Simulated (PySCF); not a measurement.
Breaking a bond: SMILES [GeH3][CH3] (CH₆Ge). The C1–Ge5 bond (C1 also carries H, H, H; Ge5 carries H, H, H) is stretched with both fragments frozen at the PBE0/def2-TZVP optimised geometry.

Computed with: UKS-wB97X-V = unrestricted wB97X-V/cc-pVDZ (PySCF); UHF/6-31G* = PySCF with unrestricted Hartree-Fock/6-31G*, spherical d; UCCSD(T) = CCSD(T) on UHF/cc-pVDZ, 10 core orbitals frozen run with PySCF.

Energies relative to the lowest point of each curve near equilibrium, in kJ/mol:

| R / Å | UKS-wB97X-V | UHF/6-31G* |
|---|---|---|
| 1.64 | 138.3 | 151.7 |
| 1.75 | 49.0 | 55.6 |
| 1.85 | 11.0 | 13.6 |
| 2.01 | 2.3 | 1.3 |
| 2.07 | 9.5 | 7.9 |
| 2.12 | 18.3 | 16.4 |
| 2.27 | 55.4 | 53.5 |
| 2.64 | 173.0 | 173.1 |
| 2.90 | 254.8 | 223.5 |
| 3.93 | 375.3 | 266.9 |
| 4.25 | 381.9 | 268.6 |
| 4.75 | 386.4 | 269.8 |

Question: What does UCCSD(T) give at the same points?

Answer: 1.64: 147.2; 1.75: 54.1; 1.85: 13.4; 2.01: 1.0; 2.07: 6.9; 2.12: 14.6; 2.27: 48.3; 2.64: 154.9; 2.90: 227.4; 3.93: 352.5; 4.25: 356.9; 4.75: 359.3 (kJ/mol).

The unrestricted determinant behind UKS-wB97X-V is spin-contaminated at 3.20 to 6.81 Å (<S²> up to 1.0, against 0.00 for a pure singlet). The unrestricted determinant behind UHF/6-31G*, UCCSD(T) is spin-contaminated at 2.64 to 6.81 Å (<S²> up to 1.0, against 0.00 for a pure singlet).
